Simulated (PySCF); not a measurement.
# How methods differ on the excitation energy of Li

Li [He] 2s1 (2S) → Li [He] 2p1 (2P), as a difference of total energies. Calculation: PySCF 2.14, in x2c-QZVPPall; the spin-free X2C one-electron Hamiltonian (Gaussian nucleus). Correlated levels: valence and next inner shell: nothing frozen. The calculations carry no spin-orbit coupling.

| method | excitation energy (cm⁻¹) |
| --- | --- |
| UHF | 14863 |
| PBE | 12569 |
| PBE0 | 13243 |
| r2SCAN | 13030 |
| wB97X-V | 14527 |
| TPSS | 12775 |
| wB97X | 14026 |
| ROHF | 14861 |
| MP2 (valence and next inner shell) | 14845 |
| SCS-MP2 (valence and next inner shell) | 14860 |

Q: Estimate what M06 gives.

A: 12159 cm⁻¹, closest to PBE among the rows shown.

Q: Estimate what LDA gives.

A: 12914 cm⁻¹, closest to r2SCAN among the rows shown.

Errors of the correlated levels include the incompleteness of this basis.

The basis was made for the ground configuration and has no added diffuse functions, so the excitation energy can come out too high.

For comparison: 14904 cm⁻¹ (measured; NIST levels, between the centres of gravity of the two terms).
